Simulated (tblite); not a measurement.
Compound: C7H10OSi.
Z-matrix (Å and degrees, GFN2-xTB geometry), rows numbered from 1:
```
C 
C   1  1.3239
O   2  1.3610  1  121.30
C   3  1.3498  2  120.07  1  -178.83
C   4  1.3535  3  133.04  2    -0.98
C   5  1.4606  4  102.90  3   179.85
C   6  1.3275  5  129.15  4   179.84
Si  6  1.9106  5   91.64  4    -0.02
C   8  1.8952  4  116.02  3   -66.52
H   1  1.0730  2  120.80  3   179.92
H   1  1.0750  2  121.26  3    -0.16
H   2  1.0824  1  122.26  3  -179.80
H   5  1.0785  4  131.52  3    -0.07
H   7  1.0801  6  121.94  5     0.12
H   7  1.0769  6  121.80  5  -179.82
H   8  1.4655  4  116.41  3    68.47
H   9  1.0855  8  111.06  4  -163.92
H   9  1.0862  8  111.28  4   -43.63
H   9  1.0860  8  110.79  4    76.41
```

Level: GFN2-xTB in tblite, geometry and Hessian alike; calculated harmonic values, unscaled, isolated species. The method is semi-empirical: single wavenumbers can be off by several per cent or more. Modes of hydrogen on silicon can be 10 to 20 % off. One conformer, not necessarily the lowest.

Harmonic wavenumbers (cm⁻¹): 32.6, 66.1, 101.9, 111.5, 125.2, 140.5, 159.8, 289.3, 334.3, 394.5, 437.0, 441.9, 536.5, 543.2, 619.6, 632.1, 665.2, 680.4, 735.1, 794.6, 815.8, 824.5, 826.6, 845.1, 865.9, 931.8, 961.8, 990.4, 1132.4, 1149.9, 1183.2, 1221.1, 1295.4, 1363.8, 1374.6, 1418.5, 1474.8, 1478.2, 1564.2, 1684.4, 1694.9, 2231.1, 3039.9, 3041.2, 3047.4, 3055.7, 3063.2, 3074.7, 3108.3, 3130.5, 3169.6.

A = 2353, B = 817.3, C = 641.9 MHz; mass 138.050 u (most abundant isotopes); point group C1, symmetry number 1.

Problem. Zero-point energy?

Solution. ½Σν̃ = 31450 cm⁻¹ = 376.23 kJ/mol.

Problem. Entropy at 400 K, 1 bar (ideal gas, RRHO, classical rotation)?

Solution. Translation 176.42, rotation 128.95, vibration 194.85: S = 500.2 J/(mol K).

Problem. And Cp and H(400 K) − H(0)?

Solution. Cp = 219.90 J/(mol K), of which vibrations give 186.64 (their classical limit is 51 R = 424.0); H(400 K) − H(0) = 52.49 kJ/mol without the zero-point energy, 39.19 from vibrations.

Problem. How do the functions run with temperature in this model?

Solution. 
| T (K) | S (J/(mol K)) | Cp (J/(mol K)) | H − H(0) (kJ/mol) | G − H(0) (kJ/mol) | ln q(vib) |
| --- | --- | --- | --- | --- | --- |
| 50 | 255.1 | 62.8 | 2.27 | -10.48 | 0.81 |
| 100 | 306.9 | 87.5 | 6.07 | -24.61 | 2.42 |
| 298.15 | 441.9 | 177.7 | 32.18 | -99.58 | 8.62 |
| 373.15 | 485.3 | 209.5 | 46.73 | -134.37 | 10.86 |
| 500 | 553.1 | 253.7 | 76.24 | -200.30 | 14.56 |
| 750 | 668.2 | 313.3 | 147.71 | -353.42 | 21.43 |
| 1000 | 763.9 | 351.8 | 231.17 | -532.78 | 27.69 |

q(vib) and H(0) count from the zero-point level.

Problem. What must be added to the electronic energy to get the Gibbs energy at 400 K and 1 bar?

Solution. ZPE + [H(400 K) − H(0)] − T·S = 376.23 + 52.49 − 200.09 = 228.63 kJ/mol.

Problem. Which modes carry the vibrational entropy at 400 K?

Solution. 32.6 cm⁻¹: 26.14; 66.1 cm⁻¹: 20.28; 101.9 cm⁻¹: 16.71; 111.5 cm⁻¹: 15.97; 125.2 cm⁻¹: 15.02; 140.5 cm⁻¹: 14.08 J/(mol K); the other 45 give 86.67 together.

Hindered rotation and anharmonicity are outside this model. Other conformers, if any are populated, would add a mixing term that is left out. The structure is chiral; the term R ln 2 for an equal mix with its mirror image is left out.

Time: 1.4 s wall. Hardware: one thread, Arm Neoverse N1 (aarch64), shared host with 64 logical CPUs at a one-minute load of 61. The figure is for the frequency step alone.
